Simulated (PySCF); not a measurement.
**Spin states and ions at one geometry of [BiI2]+**

PySCF 2.14.0, RKS TPSS, Bi def2-SVP with ECP60, I def2-SVP with ECP28; non-relativistic Hamiltonian with scalar-relativistic core potentials where named; density fitting; no spin-orbit coupling; singlets restricted, open shells unrestricted. The geometry is relaxed for charge +1, singlet, vacuum:

```xyz
3

Bi    0.6656    0.8435    0.0000
I    -0.3829   -0.4852    2.1640
I    -0.3829   -0.4852   -2.1640
```

Energies count from the relaxed state; an electron taken off or put on is at rest in vacuum. Charges and spins are Mulliken's.

| state | energy (eV) | spin squared | charge on Bi1 (e) | spin on Bi1 (e) | dipole about the centre of mass (D) |
| --- | --- | --- | --- | --- | --- |
| charge +1, singlet, vacuum | 0.00 | 0.00 | 0.75 | 0.00 | 2.13 |
| charge +1, triplet, vacuum | 1.69 | 2.00 | 0.54 | 0.86 | 0.69 |
| charge +2, doublet, vacuum | 14.16 | 0.76 | 0.96 | -0.10 | 0.58 |

Q: What does the state charge 0, doublet, vacuum give?

A: energy (eV) -7.48, spin squared 0.75, charge on Bi1 (e) 0.36, spin on Bi1 (e) 0.88, dipole about the centre of mass (D) 2.38.

With an electron taken off (doublet) the charges change, summed by element, by Bi +0.21 e, I +0.79 e. The vertical ionisation energy is 14.16 eV, against −ε(HOMO) = 11.51 eV of the relaxed state. The level lies 2.6 eV too high, as is usual for semilocal functionals and global hybrids, which keep a self-interaction error.

With an electron put on (doublet) the charges change, summed by element, by Bi -0.39 e, I -0.61 e. The vertical electron affinity is 7.48 eV, against −ε(LUMO) = 9.97 eV of the relaxed state.

Open shells may have lower solutions than those found.

No frequency check is given that shows the relaxed geometry to be a minimum.
